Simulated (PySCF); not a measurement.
A calculated (UHF, PySCF 2.14, x2c-TZVPall, the spin-free X2C one-electron Hamiltonian (Gaussian nucleus)) atom or ion has these occupied shells.

```tsv
shell	electrons	orbital energy (eV)	rms radius, mean of both spins (bohr)
1s α	1	-31990.7	0.0318
1s β	1	-31990.6	0.0318
2s α	1	-5019.4	0.130
2s β	1	-5019.4	0.130
2p α	3	-4504.0	0.116
2p β	3	-4503.9	0.116
3s α	1	-1056.3	0.343
3s β	1	-1056.2	0.343
3p α	3	-884.29	0.343
3p β	3	-884.08	0.343
3d α	5	-623.13	0.322
3d β	5	-623.06	0.322
4s α	1	-212.95	0.814
4s β	1	-212.55	0.814
4p α	3	-157.02	0.878
4p β	3	-156.56	0.878
4d α	5	-72.617	1.04
4d β	5	-72.277	1.04
5s α	1	-39.591	2.14
5s β	1	-34.550	2.14
5p α	2	-27.309	2.52
```

(1) Name the element and its charge.

## Answers

(1) Te²⁺ (tellurium, charge +2), in [Kr] 4d10 5s2 5p2, high-spin 3P determinant.
